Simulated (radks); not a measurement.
Problem. Spherical quantum dot in the effective-mass picture: electrons in a hard-walled sphere of radius 4.51, all in effective atomic units (hartree* = m*/eps^2 hartree, bohr* = eps/m* bohr), one dielectric constant everywhere. Calculated with a radial shooting solver with Libxc functionals: non-relativistic Kohn-Sham, r2SCAN, spin-polarised, spherical densities, generalised Kohn-Sham scheme. Levels are named by radial order and angular momentum (1s, 1p, 1d, 2s, ...), and open shells are averaged over m. At N = 7 the configuration is 1s2 1p(up 3, down 2). Does electron 8 go into 1d down or 1p down or 1d up?

Solution. Into 1p down. The total energies of the other choices lie higher by 0.243 hartree* (1d up), 0.270 hartree* (1d down).
